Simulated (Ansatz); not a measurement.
Hf2(Br)8 (Hf₂Br₈). Total charge 0; triplet. Geometry PBE-D4/def2-SVP, that of the neutral singlet; atoms count from 1.

Cartesian coordinates in Å:
```
Hf -0.772 1.703 1.065
Br -3.028 1.052 1.880
Br -1.235 4.032 0.314
Br 0.805 2.163 2.934
Br 0.049 1.081 -1.376
Hf 0.772 -1.701 -1.064
Br 3.031 -1.058 -1.879
Br -0.807 -2.156 -2.934
Br 1.228 -4.034 -0.317
Br -0.042 -1.081 1.377
```

In the def2 sets Hf takes a core potential; there is no spin–orbit coupling. An occupied level of the charge 0 triplet lies above an empty one (by up to 0.07 eV), so this SCF solution is probably not the lowest. The gap within one spin of the charge 0 triplet nearly closes, so an electron or hole may be smeared out by delocalisation error. At PBE-D4/def2-SVP a singlet of charge 0 lies 3.85 eV below the triplet at the same geometry.

Estimate the Mulliken populations from the PBE/def2-SVP orbitals of Ansatz.


| atom | charge (e) | spin (α − β) | d electrons |
| --- | --- | --- | --- |
| Hf1 | 0.64 | 0.48 | 2.45 |
| Br2 | -0.13 | 0.13 | – |
| Br3 | -0.13 | 0.22 | – |
| Br4 | -0.14 | 0.12 | – |
| Br5 | -0.24 | 0.03 | – |
| Hf6 | 0.64 | 0.49 | 2.45 |
| Br7 | -0.14 | 0.12 | – |
| Br8 | -0.14 | 0.13 | – |
| Br9 | -0.13 | 0.23 | – |
| Br10 | -0.24 | 0.03 | – |
Mulliken values and Mayer orders depend strongly on the basis.

Where does the spin sit?

Summed by element: Hf 0.97, Br 1.03, of 2 unpaired in all. Largest on single atoms: Hf6 0.49, Hf1 0.48, Br9 0.23.

And the Mayer bond orders between bonded heavy atoms (over 0.3)?

Hf1–Br2 1.19 (2.49 Å); Hf1–Br3 1.07 (2.49 Å); Hf1–Br4 1.19 (2.49 Å); Hf1–Br5 0.73 (2.65 Å); Hf1–Br10 0.44 (2.90 Å); Br5–Hf6 0.44 (2.89 Å); Hf6–Br7 1.20 (2.49 Å); Hf6–Br8 1.18 (2.49 Å); Hf6–Br9 1.07 (2.49 Å); Hf6–Br10 0.74 (2.65 Å). Values over 0.3 also appear between atoms too far apart for a bond (Hf1–Hf6 0.31 at 4.30 Å); they arise where an orbital or an unpaired electron spreads over both atoms.
